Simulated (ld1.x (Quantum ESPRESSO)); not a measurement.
## rubidium (Rb): one change to a TM potential, before and after

| Item | Value |
| --- | --- |
| Element | rubidium |
| Generator | ld1.x (Quantum ESPRESSO) 7.5 |
| Type | norm-conserving Troullier–Martins (Kleinman–Bylander form) |
| Functional | PBEsol |
| Relativity | scalar-relativistic |
| Frozen core | [Ar] 3d10 |
| Valence charge | 9 |
| Reference configuration | 4s2 4p6 5s1 5p0 |
| Partial waves | 4s (bound): rc 1.75 bohr; 4d channel at 0.45 Ry: rc 1.55 bohr; 4p (bound): rc 1.65 bohr |
| Local potential | the p channel |
| Core correction | none |

Occupied shells without a wave of their own: 5s. They enter only through the test configuration that unscreens the potential.

Change: all radii scaled by about 1.30 (s 2.28, p 2.14, d 2.02 bohr).

Cutoffs: the cutoffs (Ry, on a coarse ladder) from which the occupation-weighted sum of valence levels, in a spherical-Bessel basis at the reference potential, stays within 10 and 1 mRy of its value at 400 Ry; they do not see the model core or the augmentation charge, which bear on the density cutoff. Errors are all-electron minus pseudo energies relative to the spin-unpolarised reference configuration.

Question: What does the change do?

Answer: The potential gets softer (45 Ry and 80 Ry → 21 Ry and 35 Ry); the bound ghost in d disappears; of the 5 tests that both files solve, the error grows in 5 and shrinks in 0 by more than 15 % and 0.3 meV (median size 7.4 → 60.9 meV). A larger radius leaves more room for a smooth pseudo-wave, so fewer plane waves are needed. More of the atom is replaced by a form fitted at one configuration, so other configurations suffer.

```csv
quantity,base,changed
"cutoff, loose",45 Ry,21 Ry
"cutoff, tight",80 Ry,35 Ry
loose cutoff by channel (10 mRy a level),"s 25 Ry, p 25 Ry","s 15 Ry, p 12 Ry"
bound ghosts,d,none
"largest miss of a reference level, eV",0.01,0.09
"error for 4s2 4p6 5s0 5p0, meV [ΔE 4.07 eV]",-20,-161
"error for 4s2 4p6 5s0.5 5p0, meV [ΔE 1.56 eV]",-7.4,-61
"error for 4s2 4p6 5s0 5p1, meV [ΔE 1.49 eV]",-11,-2727
"error for 4s2 4p5 5s1 5p0, meV [ΔE 21.15 eV]",+6.4,+54
"error for 4s1 4p6 5s1 5p0, meV [ΔE 37.74 eV]",+0.1,+14
```

Changed file: These tests converged, but a pseudo level misses the all-electron one widely, so the file describes the atom poorly there or has found another state: 4s2 4p6 5s0 5p1: 4s by 4.4 eV (a node warning on the way). The 5s level has no wave, so the channel is fitted at the deeper level alone: the likely source of the large errors. A true bound ghost makes a file unfit for plane-wave use even where its test errors are small: the radial tests pick states by their node count and pass the ghost by.
